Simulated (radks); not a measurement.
The numbers below are computed, except where a source is named.
N+, configuration [He] 2s2 2p1 3d1 (not the ground configuration). Code: a radial shooting solver on a logarithmic mesh with Libxc functionals. Model: non-relativistic Kohn-Sham, BLYP, spin-polarised, spherical densities, point nucleus; open shells are filled with parallel spins first.

Unscreened Slater integrals over Kohn-Sham orbitals (cm^-1). They are taken over the spin-up orbitals.

\begin{tabular}{lr}
integral & value \\ \hline
F0(3d,3d) & 42612 \\
F2(3d,3d) & 21402 \\
F4(3d,3d) & 13715 \\
F0(3d,2p) & 56471 \\
F2(3d,2p) & 9342.2 \\
G1(3d,2p) & 6040.1 \\
G3(3d,2p) & 3401.2 \\
F0(3d,2s) & 56496 \\
G2(3d,2s) & 4363.4 \\
F0(3d,1s) & 57030 \\
G2(3d,1s) & 23.896 \\
F0(2p,2p) & 177320 \\
F2(2p,2p) & 82335 \\
F0(2p,2s) & 172700 \\
G1(2p,2s) & 105160 \\
F0(2p,1s) & 248380 \\
G1(2p,1s) & 30401 \\
F0(2s,2s) & 169940 \\
F0(2s,1s) & 239420 \\
G0(2s,1s) & 19281 \\
F0(1s,1s) & 900680 \\
\end{tabular}

Derived for the open shells (J is the average intra-shell exchange parameter used in DFT+U). 2p: J = F2/5 = 16470 cm^-1. 3d: Racah B = F2/49 - 5 F4/441 = 281.3 cm^-1, C = 35 F4/441 = 1088 cm^-1, C/B = 3.87, F4/F2 = 0.641, J = (F2 + F4)/14 = 2508 cm^-1.
